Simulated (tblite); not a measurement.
A geometry optimisation, step by step.

Compound: C2H4Cl2NSi2 (doublet state).
SMILES with atom numbers: `[NH2:1][Si:2]1[CH:3]=[C:4]([Cl:5])[Si@@H:6]1[Cl:7]` (hydrogens: H8, H9 on N1; H10 on C3; H11 on Si6)
Bond orders are those of one Lewis drawing.

Computed with GFN2-xTB (tblite), gas phase: L-BFGS steps from a force-field or distance-geometry start until the largest atomic force falls under 0.01 eV/Å. 14 of its 95 geometries are shown.

Step 0: E = -590.2739 eV, largest atomic force 8.516 eV/Å
```
atom  x, y, z in Å  |  force x, y, z in eV/Å
N1      1.978   -0.910   -0.375   -0.146  -0.158  -1.605
Si2     0.522   -0.051   -0.998    4.701  -2.589  -3.655
C3      0.073    1.393   -0.075    4.850   7.000  -0.083
C4     -1.002    1.110    0.519   -4.192   1.974   3.834
Cl5    -2.014    2.139    1.650    0.865  -0.656  -0.958
Si6    -1.279   -0.576    0.023   -4.682  -5.626   1.140
Cl7    -0.970   -2.059    1.479   -0.430   0.696  -0.502
H8      2.772   -0.683   -1.021   -0.681  -0.546   1.085
H9      1.809   -1.944   -0.398    0.466   1.235   0.080
H10     0.626    2.408   -0.045   -0.974  -1.372   0.120
H11    -2.508   -0.824   -0.787    0.223   0.043   0.545
```

Step 7: E = -591.7661 eV, largest atomic force 0.373 eV/Å
```
atom  x, y, z in Å  |  force x, y, z in eV/Å
N1      1.945   -0.901   -0.544    0.202  -0.165  -0.073
Si2     0.545   -0.037   -1.115    0.342  -0.011  -0.148
C3      0.159    1.513   -0.041   -0.142  -0.196  -0.065
C4     -0.971    1.096    0.542    0.167   0.057  -0.151
Cl5    -1.940    2.096    1.570   -0.098  -0.005   0.124
Si6    -1.361   -0.717    0.006    0.226   0.260  -0.092
Cl7    -1.087   -2.050    1.512   -0.254   0.091  -0.040
H8      2.866   -0.741   -0.918    0.037   0.302  -0.014
H9      1.885   -1.892   -0.361   -0.235   0.018   0.072
H10     0.590    2.508    0.027   -0.157  -0.291   0.080
H11    -2.625   -0.872   -0.705   -0.088  -0.060   0.307
```

Step 14: E = -591.8526 eV, largest atomic force 0.169 eV/Å
```
atom  x, y, z in Å  |  force x, y, z in eV/Å
N1      1.976   -0.916   -0.626   -0.017   0.047   0.024
Si2     0.596   -0.021   -1.165    0.035   0.014   0.023
C3      0.167    1.498   -0.059    0.038  -0.019  -0.063
C4     -0.961    1.079    0.512    0.001   0.055  -0.031
Cl5    -1.925    2.059    1.568   -0.042  -0.061   0.053
Si6    -1.332   -0.711   -0.048   -0.095   0.047  -0.131
Cl7    -1.205   -2.007    1.501    0.008  -0.079   0.120
H8      2.926   -0.694   -0.875   -0.042  -0.020   0.039
H9      1.872   -1.874   -0.332    0.102   0.053  -0.034
H10     0.574    2.489    0.065    0.072  -0.069  -0.030
H11    -2.682   -0.899   -0.566   -0.061   0.033   0.030
```

Step 22: E = -591.8699 eV, largest atomic force 0.114 eV/Å
```
atom  x, y, z in Å  |  force x, y, z in eV/Å
N1      1.991   -0.893   -0.599    0.006   0.016   0.005
Si2     0.597   -0.035   -1.176   -0.035  -0.090   0.060
C3      0.167    1.487   -0.080    0.036  -0.047  -0.021
C4     -0.973    1.084    0.480    0.077  -0.023   0.016
Cl5    -1.933    2.004    1.592    0.044   0.025  -0.033
Si6    -1.367   -0.706   -0.073   -0.038   0.022  -0.101
Cl7    -1.218   -1.988    1.503    0.009   0.010  -0.002
H8      2.937   -0.658   -0.857   -0.077   0.022   0.036
H9      1.916   -1.865   -0.341    0.033   0.067  -0.033
H10     0.639    2.449    0.048   -0.078  -0.027   0.038
H11    -2.749   -0.875   -0.522    0.024   0.025   0.036
```

Step 29: E = -591.8813 eV, largest atomic force 0.110 eV/Å
```
atom  x, y, z in Å  |  force x, y, z in eV/Å
N1      1.997   -0.866   -0.558    0.013  -0.017  -0.008
Si2     0.583   -0.081   -1.185   -0.007  -0.013  -0.065
C3      0.182    1.444   -0.097   -0.009   0.008  -0.021
C4     -0.962    1.060    0.460   -0.102  -0.023   0.035
Cl5    -1.897    1.984    1.587    0.033   0.048  -0.017
Si6    -1.413   -0.706   -0.113   -0.078  -0.051   0.051
Cl7    -1.218   -1.961    1.487   -0.009  -0.028  -0.038
H8      2.925   -0.581   -0.824    0.038   0.058   0.029
H9      1.977   -1.853   -0.359   -0.001  -0.058  -0.002
H10     0.658    2.395    0.052    0.065   0.073   0.015
H11    -2.826   -0.832   -0.475    0.057   0.002   0.021
```

Step 36: E = -591.8894 eV, largest atomic force 0.112 eV/Å
```
atom  x, y, z in Å  |  force x, y, z in eV/Å
N1      2.000   -0.864   -0.563   -0.017  -0.005  -0.013
Si2     0.565   -0.123   -1.198   -0.011   0.036   0.045
C3      0.177    1.419   -0.124    0.046  -0.060   0.061
C4     -0.971    1.054    0.442    0.031   0.046   0.020
Cl5    -1.851    2.027    1.577   -0.013  -0.042  -0.034
Si6    -1.453   -0.712   -0.116    0.073   0.043   0.074
Cl7    -1.229   -1.999    1.461   -0.010   0.028  -0.060
H8      2.918   -0.486   -0.745   -0.051  -0.030   0.058
H9      2.039   -1.857   -0.393    0.031   0.043  -0.054
H10     0.686    2.353    0.058   -0.035  -0.035  -0.093
H11    -2.876   -0.808   -0.426   -0.046  -0.023  -0.005
```

Step 43: E = -591.9069 eV, largest atomic force 0.159 eV/Å
```
atom  x, y, z in Å  |  force x, y, z in eV/Å
N1      2.001   -0.852   -0.559    0.102  -0.036  -0.003
Si2     0.524   -0.211   -1.200    0.078  -0.018   0.025
C3      0.204    1.341   -0.141   -0.032   0.099  -0.075
C4     -0.964    1.052    0.426    0.063  -0.029   0.063
Cl5    -1.790    2.081    1.548   -0.060   0.017   0.001
Si6    -1.538   -0.691   -0.104   -0.017  -0.047  -0.103
Cl7    -1.250   -2.058    1.384    0.008  -0.001   0.069
H8      2.856   -0.314   -0.533   -0.143  -0.034   0.061
H9      2.197   -1.839   -0.519   -0.021   0.006  -0.090
H10     0.752    2.259   -0.005   -0.016   0.002   0.015
H11    -2.986   -0.764   -0.321    0.036   0.039   0.038
```

Step 51: E = -591.9375 eV, largest atomic force 0.161 eV/Å
```
atom  x, y, z in Å  |  force x, y, z in eV/Å
N1      2.020   -0.858   -0.598    0.036  -0.030  -0.011
Si2     0.511   -0.267   -1.181    0.045  -0.031  -0.112
C3      0.219    1.313   -0.166   -0.029  -0.055   0.001
C4     -0.936    1.042    0.438   -0.082  -0.035  -0.134
Cl5    -1.773    2.123    1.504   -0.002  -0.017   0.027
Si6    -1.582   -0.686   -0.107   -0.050   0.035   0.066
Cl7    -1.282   -2.110    1.340    0.055   0.033   0.048
H8      2.751   -0.236   -0.287   -0.006  -0.110   0.086
H9      2.333   -1.811   -0.691    0.027   0.084  -0.052
H10     0.792    2.221   -0.073   -0.061   0.033   0.065
H11    -3.048   -0.728   -0.205    0.068   0.092   0.018
```

Step 58: E = -591.9863 eV, largest atomic force 0.134 eV/Å
```
atom  x, y, z in Å  |  force x, y, z in eV/Å
N1      2.056   -0.856   -0.643    0.084   0.062   0.003
Si2     0.526   -0.301   -1.195    0.033  -0.044  -0.001
C3      0.215    1.294   -0.207   -0.040  -0.044   0.015
C4     -0.948    1.029    0.382   -0.024  -0.054   0.033
Cl5    -1.789    2.080    1.468    0.010   0.068   0.004
Si6    -1.605   -0.698   -0.112   -0.019   0.065  -0.002
Cl7    -1.264   -2.082    1.372    0.046   0.042  -0.012
H8      2.630   -0.337    0.010   -0.064  -0.113  -0.033
H9      2.485   -1.725   -0.920   -0.043   0.075   0.017
H10     0.768    2.211   -0.100    0.054   0.022   0.001
H11    -3.069   -0.613   -0.082   -0.037  -0.079  -0.025
```

Step 65: E = -591.9999 eV, largest atomic force 0.101 eV/Å
```
atom  x, y, z in Å  |  force x, y, z in eV/Å
N1      2.076   -0.837   -0.674    0.024   0.053   0.023
Si2     0.524   -0.300   -1.183    0.004  -0.011   0.023
C3      0.202    1.293   -0.200    0.021  -0.029   0.015
C4     -0.959    1.038    0.397   -0.040  -0.014  -0.066
Cl5    -1.798    2.126    1.455    0.033  -0.020  -0.028
Si6    -1.611   -0.692   -0.104   -0.051   0.073   0.008
Cl7    -1.201   -2.051    1.387   -0.011   0.027  -0.005
H8      2.584   -0.448    0.110   -0.074  -0.014  -0.040
H9      2.503   -1.686   -1.003    0.006  -0.040  -0.016
H10     0.766    2.205   -0.115    0.024   0.049   0.056
H11    -3.082   -0.647   -0.096    0.063  -0.073   0.031
```

Step 72: E = -592.0061 eV, largest atomic force 0.043 eV/Å
```
atom  x, y, z in Å  |  force x, y, z in eV/Å
N1      2.092   -0.824   -0.695   -0.019  -0.022  -0.010
Si2     0.527   -0.299   -1.178   -0.008   0.012  -0.019
C3      0.205    1.292   -0.195    0.016  -0.001   0.006
C4     -0.973    1.050    0.376    0.009  -0.008  -0.003
Cl5    -1.788    2.141    1.443   -0.041   0.006  -0.011
Si6    -1.622   -0.682   -0.115   -0.003  -0.005   0.009
Cl7    -1.184   -2.021    1.393    0.016   0.026  -0.007
H8      2.560   -0.484    0.134   -0.012   0.005  -0.002
H9      2.506   -1.679   -1.027    0.002   0.006   0.005
H10     0.772    2.202   -0.085    0.022  -0.013   0.022
H11    -3.090   -0.693   -0.078    0.016  -0.005   0.010
```

Step 80: E = -592.0092 eV, largest atomic force 0.048 eV/Å
```
atom  x, y, z in Å  |  force x, y, z in eV/Å
N1      2.084   -0.831   -0.708   -0.023  -0.009  -0.007
Si2     0.526   -0.283   -1.188    0.004   0.006  -0.002
C3      0.210    1.296   -0.179    0.011  -0.005   0.009
C4     -0.980    1.059    0.367    0.001   0.000  -0.017
Cl5    -1.824    2.147    1.416   -0.003   0.007  -0.004
Si6    -1.613   -0.678   -0.120   -0.006  -0.006   0.001
Cl7    -1.132   -1.975    1.412    0.008  -0.003  -0.007
H8      2.514   -0.539    0.158    0.031   0.019   0.031
H9      2.511   -1.670   -1.063   -0.021  -0.004  -0.013
H10     0.788    2.196   -0.049    0.003   0.001   0.004
H11    -3.078   -0.719   -0.072   -0.004  -0.006   0.006
```

Step 87: E = -592.0098 eV, largest atomic force 0.019 eV/Å
```
atom  x, y, z in Å  |  force x, y, z in eV/Å
N1      2.077   -0.832   -0.704    0.011  -0.012   0.001
Si2     0.524   -0.281   -1.189    0.000   0.005   0.001
C3      0.214    1.294   -0.175   -0.012   0.004   0.014
C4     -0.981    1.061    0.364   -0.011   0.012   0.006
Cl5    -1.828    2.152    1.408    0.007  -0.008  -0.011
Si6    -1.614   -0.677   -0.122   -0.002   0.012  -0.012
Cl7    -1.124   -1.976    1.403    0.012  -0.006   0.002
H8      2.523   -0.527    0.150    0.007   0.000  -0.002
H9      2.497   -1.676   -1.057    0.005  -0.013  -0.001
H10     0.797    2.190   -0.036   -0.010   0.002  -0.003
H11    -3.079   -0.727   -0.068   -0.007   0.005   0.004
```

Step 94: E = -592.0104 eV, largest atomic force 0.010 eV/Å
```
atom  x, y, z in Å  |  force x, y, z in eV/Å
N1      2.077   -0.842   -0.702    0.002   0.006   0.001
Si2     0.529   -0.273   -1.184    0.002  -0.004   0.003
C3      0.212    1.298   -0.166    0.003   0.001  -0.004
C4     -0.988    1.066    0.362    0.000  -0.001   0.000
Cl5    -1.841    2.156    1.400   -0.005   0.004  -0.002
Si6    -1.617   -0.672   -0.131    0.001  -0.004   0.002
Cl7    -1.103   -1.970    1.391    0.001  -0.005  -0.005
H8      2.540   -0.529    0.140   -0.003  -0.007  -0.007
H9      2.483   -1.694   -1.053    0.001   0.004   0.004
H10     0.793    2.195   -0.023    0.001   0.000   0.002
H11    -3.081   -0.732   -0.061   -0.003   0.005   0.005
```

**Question.** Summarise the path.

**Answer.** The energy falls by 1.7365 eV from step 0 to step 94; nine tenths of that is first reached at step 11. It rises by more than 0.2 meV at steps 48 and 55. The largest force goes from 8.516 to 0.010 eV/Å. Among the bonds Si2–Si6 changes most, from 2.136 to 2.423 Å; the atoms move by 0.591 Å rms after alignment.

The cost below is that of the whole relaxation. Time: 0.88 s of wall time. Hardware: one thread of an Arm Neoverse V1, shared host with 32 logical CPUs at a one-minute load of 21.
